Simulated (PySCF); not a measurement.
Job for PySCF: R-B3LYP/3-21G on CH4STe (SMILES CS[TeH]), a point of a torsion scan.

```python
from pyscf import gto, scf, dft, mp
from pyscf.data.elements import chemcore

mol = gto.M(
    atom='''
    C    -1.03743675   -0.15855658    0.09228098
    S    -0.55152936    0.98759390   -1.24753578
    Te   -1.55771087    3.06785936   -0.66928427
    H    -1.59709991   -0.97488959   -0.35249601
    H    -1.64559111    0.35716637    0.82550536
    H    -0.13179525   -0.53829211    0.55445315
    H    -2.97218393    2.73908811   -1.45827871
    ''',
    basis='3-21g',
    charge=0, spin=0, verbose=3, max_memory=1800)
mf = dft.RKS(mol, xc='b3lyp')
mf.conv_tol = 1e-8
mf.max_cycle = 100
mf.kernel()
if not mf.converged:
    mf = mf.newton().run(mf.mo_coeff, mf.mo_occ)
```

Output:

```
converged SCF energy = -7021.87818282024
```

Self-consistency was reached.

Cost: about 6 core-seconds (a rough figure).
